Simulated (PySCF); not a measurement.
A single-point calculation

Sm2S3 (singlet in the valence; each metal's 4f electrons, 5 of them, lie in its core potential, out of spins and levels). PySCF 2.14.0, RKS M06-L, Sm lcecp-1-SVP with ECP51, S def2-SVP; non-relativistic Hamiltonian with scalar-relativistic core potentials where named; density fitting; no spin-orbit coupling. Purpose: level M06-L.

```python
mol = gto.M(atom='''
Sm     0.00000     0.00000     1.59429
Sm    -0.00000    -0.00000    -1.59429
S      2.06096    -0.00001    -0.00000
S     -1.03048     1.78485    -0.00000
S     -1.03049    -1.78484     0.00000''',
    basis={'Sm': 'lcecp-1-SVP', 'S': 'def2-SVP'},
    ecp={'Sm': 'lcecp-1-SVP'},
    charge=0, spin=0)
mf = dft.RKS(mol, xc='M06L')
mf.grids.atom_grid = (75, 302)  # f atoms: unpruned, at least (60, 302)
mf = mf.density_fit()  # fitting sets: Sm AutoAux, S def2-universal-JKFIT
mf.conv_tol = 1e-08; mf.max_cycle = 55
mf.kernel(dm0)  # dm0: converged density of the relaxed state
mf.nuc_grad_method().kernel()
```

Run from Python with OMP_NUM_THREADS=2; the lines above give its settings. Where DIIS fails, smearing, a level shift and second-order steps follow.
It took 14 s on 2 threads of Arm Neoverse V1, on a shared host, from an already converged density.

Question: Where do the frontier levels lie, over both spins?

Answer: HOMO -4.20 eV, LUMO -2.14 eV. The 4f levels lie in the core potential and are missing.

Question: What are the Mulliken charges and spins?

Answer: 
```json
{"atom": "Sm1", "charge (e)": "0.956", "spin (e)": "0.000"}
{"atom": "Sm2", "charge (e)": "0.956", "spin (e)": "0.000"}
{"atom": "S3", "charge (e)": "-0.637", "spin (e)": "0.000"}
{"atom": "S4", "charge (e)": "-0.637", "spin (e)": "0.000"}
{"atom": "S5", "charge (e)": "-0.637", "spin (e)": "0.000"}
```
The spin of the 4f electrons in the core isn't counted.

Question: What forces act on the atoms (eV/Å)?

Answer: 
```
Sm   0.02  0.00  0.02
Sm   0.02  0.00 -0.02
S    0.09  0.00  0.00
S   -0.07  0.12  0.00
S   -0.07 -0.12  0.00
```
Forces carry noise of the integration grid, about 0.01 to 0.03 eV/Å.

The geometry was relaxed with r2SCAN (Sm lcecp-1-SVP with ECP51, S def2-SVP).

An lcecp potential fixes the number of 4f electrons, so in runs with it no electron can move into or out of that shell.
